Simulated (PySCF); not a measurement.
**How the method moves the HOMO and LUMO of `C=C[Si](C)(C)C`**

C₅H₁₂Si.
Structure used (PBE0-D3(BJ)/def2-SVP), in Å, numbered top down from 1:
```xyz
18
C5H12Si angstrom
C      2.490   -0.484    0.468
C      1.418    0.240    0.809
Si    -0.273    0.107    0.001
C     -0.750    1.788   -0.703
C     -1.535   -0.398    1.306
C     -0.221   -1.178   -1.371
H      3.458   -0.373    0.970
H      2.454   -1.229   -0.336
H      1.541    0.965    1.627
H     -1.747    1.753   -1.171
H     -0.026    2.117   -1.465
H     -0.778    2.555    0.088
H     -1.562    0.329    2.133
H     -2.548   -0.455    0.875
H     -1.289   -1.383    1.731
H      0.507   -0.905   -2.151
H      0.051   -2.171   -0.981
H     -1.208   -1.266   -1.852
```

Basis pcSseg-1 throughout (PySCF), one geometry. Isolated species at its PBE0-D3(BJ)/def2-SVP geometry, gas phase.

Problem. How do the orbital energies, the gap and the dipole change with the method?

Solution. 
```json
{"method": "BLYP", "kind": "GGA", "HOMO (eV)": "-6.29", "LUMO (eV)": "-0.95", "gap (eV)": "5.33", "μ (D)": "0.19", "SCF cycles": "14"}
{"method": "B97-D", "kind": "GGA", "HOMO (eV)": "-6.39", "LUMO (eV)": "-0.99", "gap (eV)": "5.40", "μ (D)": "0.18", "SCF cycles": "14"}
{"method": "OPBE", "kind": "GGA", "HOMO (eV)": "-6.43", "LUMO (eV)": "-0.99", "gap (eV)": "5.43", "μ (D)": "0.20", "SCF cycles": "15"}
{"method": "KT3", "kind": "GGA", "HOMO (eV)": "-6.46", "LUMO (eV)": "-1.04", "gap (eV)": "5.41", "μ (D)": "0.18", "SCF cycles": "14"}
{"method": "PBE", "kind": "GGA", "HOMO (eV)": "-6.46", "LUMO (eV)": "-1.11", "gap (eV)": "5.35", "μ (D)": "0.20", "SCF cycles": "14"}
{"method": "KT2", "kind": "GGA", "HOMO (eV)": "-6.47", "LUMO (eV)": "-1.10", "gap (eV)": "5.37", "μ (D)": "0.19", "SCF cycles": "14"}
{"method": "BP86", "kind": "GGA", "HOMO (eV)": "-6.55", "LUMO (eV)": "-1.20", "gap (eV)": "5.35", "μ (D)": "0.20", "SCF cycles": "14"}
{"method": "LDA", "kind": "LDA", "HOMO (eV)": "-6.62", "LUMO (eV)": "-1.32", "gap (eV)": "5.30", "μ (D)": "0.22", "SCF cycles": "14"}
{"method": "B3LYP", "kind": "global hybrid", "HOMO (eV)": "-7.36", "LUMO (eV)": "-0.31", "gap (eV)": "7.05", "μ (D)": "0.15", "SCF cycles": "13"}
{"method": "PBE0", "kind": "global hybrid", "HOMO (eV)": "-7.60", "LUMO (eV)": "-0.10", "gap (eV)": "7.50", "μ (D)": "0.15", "SCF cycles": "12"}
{"method": "mPW1PW91", "kind": "global hybrid", "HOMO (eV)": "-7.62", "LUMO (eV)": "-0.11", "gap (eV)": "7.51", "μ (D)": "0.15", "SCF cycles": "12"}
{"method": "CAM-B3LYP", "kind": "range-separated hybrid", "HOMO (eV)": "-8.92", "LUMO (eV)": "1.08", "gap (eV)": "10.01", "μ (D)": "0.13", "SCF cycles": "12"}
{"method": "HF", "kind": "Hartree–Fock", "HOMO (eV)": "-10.01", "LUMO (eV)": "3.73", "gap (eV)": "13.74", "μ (D)": "0.10", "SCF cycles": "10"}
```

The HOMO spans 3.72 eV, from BLYP down to HF, and the gap runs from 5.30 eV (LDA) to 13.74 eV (HF). Over the methods BLYP (0 %), B97-D (0 %), OPBE (0 %), KT3 (0 %), PBE (0 %), KT2 (0 %), BP86 (0 %), LDA (0 %), B3LYP (20 %), PBE0 (25 %), mPW1PW91 (25 %), HF (100 %), a straight line through the gap against the share of exact exchange rises by 0.84 eV for each 10 % (correlation coefficient 1.000). The dipole ranges from 0.10 D (HF) to 0.22 D (LDA). This basis has no diffuse functions.

The vertical ΔSCF ionisation energy at CAM-B3LYP/def2-SVPD is 9.69 eV; −ε(HOMO) comes closest to it with HF (10.01 eV).
